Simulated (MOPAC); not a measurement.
MOPAC input (AM1):

```
AM1 PRECISE GNORM=0.05 LET XYZ UHF MS=0.5 GEO-OK AUX(PRECISION=9) THREADS=1
IMg

Mg   -0.00000000 1   -0.00000000 1   -2.12540800 1
I     0.00000000 1    0.00000000 1    0.48122500 1
```

From the output:

```
                                                       MOPAC v23.2.5 Linux

          FINAL HEAT OF FORMATION =          6.51636 KCAL/MOL =      27.26444 KJ/MOL

          COSMO AREA              =         93.21 SQUARE ANGSTROMS
          COSMO VOLUME            =         77.97 CUBIC ANGSTROMS

          GRADIENT NORM           =          0.00647          =       0.00457 PER ATOM
          IONIZATION POTENTIAL    =          8.334932 EV
          ALPHA SOMO LUMO (EV)    =         -8.335  1.538
          BETA  SOMO LUMO (EV)    =         -9.438 -1.632
          NO. OF ALPHA ELECTRONS  =          5
          NO. OF BETA  ELECTRONS  =          4
          MOLECULAR WEIGHT        =        151.2095         POINT GROUP:  C*v

          MOLECULAR DIMENSIONS (Angstroms)

            Atom       Atom       Distance
            I     2   Mg     1     2.51642
            I     2   Mg     1     0.00000
           Mg     1    I     2     0.00000

          SCF CALCULATIONS        =          7

   ATOM   CHEMICAL          X               Y               Z
  NUMBER   SYMBOL      (ANGSTROMS)     (ANGSTROMS)     (ANGSTROMS)

     1      Mg          0.00000000  *   0.00000000  *  -2.08029948  *
     2       I          0.00000000  *   0.00000000  *   0.43611648  *

                             CARTESIAN COORDINATES

   1   Mg        0.000000000     0.000000000    -2.080299479
   2    I        0.000000000     0.000000000     0.436116479

           Empirical Formula: Mg I  =     2 atoms

      MOLECULAR POINT GROUP   :   C*v

          ALPHA EIGENVALUES
 -28.35026 -11.12830  -9.55318  -9.55318  -8.33493   1.53750   1.53750   1.84632

           BETA EIGENVALUES
 -27.92297 -10.36626  -9.43833  -9.43833  -1.63200   2.09381   2.09381   2.91814

              NET ATOMIC CHARGES AND DIPOLE CONTRIBUTIONS

  ATOM NO.   TYPE          CHARGE      No. of ELECS.   s-Pop       p-Pop
    1         Mg           0.285161        1.7148     1.21363     0.50121
    2          I          -0.285161        7.2852     1.96024     5.32492
 DIPOLE           X         Y         Z       TOTAL
 POINT-CHG.     0.000    -0.000    -3.447     3.447
 HYBRID        -0.000    -0.000    -1.186     1.186
 SUM           -0.000    -0.000    -4.632     4.632

          ATOMIC ORBITAL ELECTRON POPULATIONS

     Atom    s        px        py        pz
    1 Mg   1.21363   0.06199   0.06199   0.37722
    2  I   1.96024   1.93801   1.93801   1.44891

                    (SZ)    =    0.500000
                    (S**2)  =    0.759588

          ATOMIC ORBITAL SPIN POPULATIONS

    Atom   Total    s     px     py     pz
         Atomic
    1 Mg  0.7969  0.705  0.002  0.002  0.088
    2  I  0.2031  0.001 -0.002 -0.002  0.206

 **********************
 *                    *
 * JOB ENDED NORMALLY *
 *                    *
 **********************

 == MOPAC DONE ==
```

The geometry given is a B3LYP-D3(BJ)/def2-TZVP minimum.
